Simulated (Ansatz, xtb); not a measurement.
**Isomers of HNOSe in order of energy**

7 gas-phase structures of HNOSe, found in a search over its isomers (lower ones may exist). Each was relaxed with GFN2-xTB; where two conformers were screened, the lower at r2SCAN-D4/def2-SVP is listed:

A. `N=[Se]=O`, a singlet
B. `O=[NH+][Se-]`, a singlet
C. `N#[Se]O`, a singlet
D. `ON=[Se]`, a singlet
E. `[H]/N=[O+]\[Se-]`, a singlet
F. `O=N[SeH]`, a singlet
G. `N1O[Se]1`, a singlet

Task: Make a reasoned guess at their ranking by r2SCAN-D4/def2-SVP single-point energy.

Result: Calculated order at r2SCAN-D4/def2-SVP: B (0.0), F (2.0), A (3.0), D (11.5), C (14.7), E (37.5), G (38.3) kcal/mol. Less than 1 kcal/mol parts F and A; E and G, so the order within those pairs means little. CCSD(T)/def2-TZVPP after further relaxation puts A lowest instead.

Energies above the lowest of each column, in kcal/mol; the last columns are at PBE-D3(BJ)/def2-SVP geometries and were run for some of them only (a dash: not run or not comparable):

| structure | GFN2-xTB | HF/STO-3G | r2SCAN-D4/def2-SVP | PBE-D3(BJ)/def2-SVP | CCSD(T)/def2-TZVPP |
| --- | --- | --- | --- | --- | --- |
| B | 12.1 | 21.4 | 0.0 | 3.9 | 13.4 |
| F | 17.0 | 0.0 | 2.0 | 0.0 | 10.4 |
| A | 0.0 | 97.2 | 3.0 | 5.3 | 0.0 |
| D | 11.0 | 10.1 | 11.5 | 14.6 | – |
| C | 13.1 | 59.1 | 14.7 | – | – |
| E | 30.4 | 47.4 | 37.5 | – | – |
| G | 19.5 | 12.7 | 38.3 | – | – |

CCSD(T)/def2-TZVPP puts A lowest of those it was run on; HF/STO-3G picks F, r2SCAN-D4/def2-SVP picks B, PBE-D3(BJ)/def2-SVP picks F. CCSD(T)/def2-TZVPP orders those it was run on as A (0.0), F (10.4), B (13.4) kcal/mol. Flexible structures stand in one conformer each, not always the lowest. Frequencies (PBE-D3(BJ)/def2-SVP) were run for A, B, F alone. Large T1 diagnostics make some coupled-cluster values less sure.

Over these structures GFN2-xTB departs from r2SCAN-D4/def2-SVP by 8.1 kcal/mol on average once a common shift is removed. A GFN2-xTB relaxation took about 0.11 s and the r2SCAN-D4/def2-SVP energy about 1.8 s on a shared host (Ansatz 0.2.0, xtb 6.7.1).
